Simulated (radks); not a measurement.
Q: These are the eigenvalues of the occupied orbitals of an atom or ion with whole-number occupations (eV). Calculated with a radial shooting solver on a logarithmic mesh with Libxc functionals: Dirac Kohn-Sham, PBEsol, spin-unpolarised, spherical densities, finite nucleus; Fermi nuclear charge, rms radius of each element as measured or else 0.836 A^(1/3) + 0.57 fm.

1s1/2: -20761.99
2s1/2: -3747.620
2p1/2: -3530.281
2p3/2: -3422.690
3s1/2: -1275.275
3p1/2: -1196.569
3p3/2: -1173.504
3d3/2: -1049.033

Which element is it, and in what charge state? The configuration may be excited. Open shells, if any, fill j = l - 1/2 first.

A: Z = 42, molybdenum, charge +23: Mo23+ in [Ar] 3d1. The list shows which subshells hold electrons but not how many an open one holds; the 1s level, -762.99 hartree, gives Z - s = 39.1 by -(Z - s)^2/2, which with screening and relativity narrows Z to a few neighbours, and the depths of the outer levels then fix element, charge and occupations together.
